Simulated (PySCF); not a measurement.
Compound: C₂H₁₂BNSi₂.
SMILES: `CB(C)N([SiH3])[SiH3]`

Torsions of this conformer, `[CH3:1][B:2]([CH3:3])[N:4]([SiH3:5])[SiH3:6]`: C1–B2–N4–Si5 169°.

The closed-shell ground state was solved at several levels (PySCF, density fitting, gas phase, non-relativistic). Isolated species at its GFN2-xTB geometry, gas phase.

| level | basis functions | HOMO (eV) | LUMO (eV) | gap (eV) | dipole (D) |
| --- | --- | --- | --- | --- | --- |
| PBE0/def2-SVPD | 224 | -7.82 | 0.01 | 7.83 | 0.08 |
| wB97X-D/def2-SVPD | 224 | -9.67 | 1.60 | 11.27 | 0.07 |

(1) Estimate the row for PBE0/pcSseg-1, a basis of 176 functions; the other rows only guide the guess.

(2) Over all these levels, which gives the widest orbital gap and which the narrowest?

(3) How far do the dipole and the HOMO energy spread over the levels?

Answers

(1) HOMO -7.84 eV, LUMO 0.25 eV, gap 8.09 eV, dipole 0.20 D.

(2) wB97X-D/def2-SVPD (range-separated hybrid) has the widest, 11.27 eV, and PBE0/def2-SVPD (global hybrid, 25 % exact exchange) the narrowest, 7.83 eV. The two share the basis. From the narrowest to the widest the HOMO moves by -1.85 eV and the LUMO by +1.59 eV.

(3) The dipole runs from 0.07 to 0.20 D (mean 0.12 D) and the HOMO from -9.67 to -7.82 eV.
